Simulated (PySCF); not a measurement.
# Polarisability and C₆ of Al(3+) (aluminium, charge +3)

[Ne], closed-shell 1S. All numbers are calculated (PySCF 2.14, scalar relativity by spin-free X2C-1e, in dyall-av3z). Coupled (time-dependent) response in atomic units; α is the mean over directions.

| method | mean α (bohr³) | C₆ (like pair) | S(−4) |
| --- | --- | --- | --- |
| UHF | 0.1175 | 0.04107 | 0.008537 |
| PBE | 0.1331 | 0.04916 | 0.01116 |
| PBE0 | 0.1280 | 0.04642 | 0.01026 |
| BHandHLYP | 0.1254 | 0.04516 | 0.009801 |
| TPSSh | 0.1296 | 0.04726 | 0.01055 |

S(−4) is the Cauchy moment in α(ω) = α(0) + S(−4) ω² + …

α(iu) at BHandHLYP:

```tsv
u (hartree)	α(iu) (bohr³)
0	0.1254
0.0500	0.1254
0.100	0.1253
0.200	0.1250
0.300	0.1245
0.500	0.1230
0.750	0.1202
1.00	0.1164
1.50	0.1071
2.00	0.09656
3.00	0.07610
5.00	0.04681
```

A single London oscillator, α(iu) = α/(1 + u²/ω²), gives C₆ = (3/4) ω α². Matching the computed C₆ needs ω = 4 × 0.04516 / (3 × 0.1254²) = 3.83 hartree.

For an ion, C₆ is the dispersion term alone; charge-induced terms of lower order in 1/R come first.
